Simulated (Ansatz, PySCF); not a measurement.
This Ansatz (a first-principles code) input computes a SVWN5/def2-TZVPD energy:

Ansatz 0.2 input:
```yaml
crystal:
  periodic: [false, false, false]
  atoms:
    - {symbol: C, position_ang: [0.74148865, -1.28653962, -0.32335225]}
    - {symbol: Se, position_ang: [-0.21388692, 0.36606753, 0.09144170]}
    - {symbol: H, position_ang: [1.78584965, -1.11162642, -0.05722648]}
    - {symbol: H, position_ang: [0.67976908, -1.50618972, -1.38615624]}
    - {symbol: H, position_ang: [0.35760483, -2.10924229, 0.27447826]}
basis:
  gaussian:
    orbitals: def2-TZVPD
hamiltonian:
  xc: {name: SVWN5}
magnetization: {spin_polarized: true, initial_magnetization: 1}
output: {forces: true}
```

### Question
Write an input for the same energy in PySCF and say what it gives.

### Answer

```python
from pyscf import gto, scf, dft

mol = gto.M(
    atom='''
    C     0.74148865   -1.28653962   -0.32335225
    Se   -0.21388692    0.36606753    0.09144170
    H     1.78584965   -1.11162642   -0.05722648
    H     0.67976908   -1.50618972   -1.38615624
    H     0.35760483   -2.10924229    0.27447826
    ''',
    basis='def2-tzvpd',
    charge=0,
    spin=1,
    verbose=4,
)

mf = dft.UKS(mol, xc='svwn').density_fit(auxbasis='def2-universal-jkfit')
mf.grids.level = 3
mf.conv_tol = 1e-9
mf.max_cycle = 100
mf.max_memory = 1500
mf.kernel()
if not mf.converged:
    mf = mf.newton()
    mf.kernel(mf.make_rdm1())
for _ in range(2):
    mo, _, stable, _ = mf.stability(return_status=True)
    if stable:
        break
    mf.kernel(mf.make_rdm1(mo, mf.mo_occ))
mf.analyze()
```
It gives -2437.64109 Eh, and Ansatz -2437.64103 Eh, a difference of 0.06 mEh, from the treatment of integrals and grids.

It need not be the lowest isomer of its formula.
